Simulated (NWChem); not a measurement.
Molecule: WHO3F; SMILES [O]=[W](=[O])([OH])[F]

```xyz
6

W      0.0226    -0.0067     0.0029
O      0.9651     0.1831    -1.3967
O      1.0872     0.1002     1.3223
F     -0.7921    -1.6858    -0.0108
O     -1.1999     1.4045     0.1160
H     -1.3641     2.1654    -0.4514
```
Atoms are numbered in this order, from 1.

Program: NWChem. Structure relaxed at the PBE0/def2-SVP level. def2 effective core potentials on W; no spin-orbit coupling. Level MN15/def2-SVP: energy and gradient on several grids; changes count from the extra-fine grid, which is no exact limit either.

| grid | size of the energy change (μHa) | largest change of a gradient component (μHa/bohr) | time, medium = 1 (rough) |
|---|---|---|---|
| xcoarse | 70 | 10000 | about 1 |
| coarse | 700 | 700 | about 1 |
| medium | < 10 | 60 | about 1 |
| fine | < 10 | < 30 | about 1 |
| xfine | < 10 | < 30 | 3 |
